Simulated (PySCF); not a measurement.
C2H6ClGe, SMILES [Ge]([CH3])([CH3])[Cl] (connectivity only; charge and spin as stated), charge +1, multiplicity 1.

Geometry: B3LYP-D3(BJ)/def2-SVP. The spin state was assumed, not searched. The isomer is the one that the SMILES or the coordinates give; other isomers of the formula were not compared.

These are TDA-PBE/def2-SVPD (PySCF) values and carry that method's errors.

Vertical excitations. Isolated molecule, no solvent.

Computed excitation energies, oscillator strengths and character:
```csv
state,energy (eV),λ (nm),f,main pairs
S1,4.14,299,0.000,HOMO→LUMO 100 %
S2,5.50,225,0.009,"HOMO−2→LUMO 82 %, HOMO−1→LUMO 16 %"
S3,5.58,222,0.064,"HOMO−1→LUMO 74 %, HOMO−2→LUMO 18 %"
S4,5.88,211,0.002,HOMO−3→LUMO 99 %
S5,6.23,199,0.031,HOMO→LUMO+1 90 %
S6,6.77,183,0.010,HOMO−1→LUMO+1 98 %
S7,6.80,182,0.001,HOMO−5→LUMO 99 %
S8,6.92,179,0.056,"HOMO−4→LUMO 81 %, HOMO−2→LUMO+1 15 %"
S9,7.21,172,0.002,HOMO−7→LUMO 97 %
S10,7.44,167,0.001,HOMO−6→LUMO 93 %
T1,3.93,315,0,HOMO→LUMO 100 %
T2,4.45,278,0,HOMO−1→LUMO 99 %
T3,5.16,240,0,HOMO−2→LUMO 99 %
T4,5.48,226,0,HOMO−3→LUMO 98 %
```
Triplets are in the Tamm–Dancoff approximation.
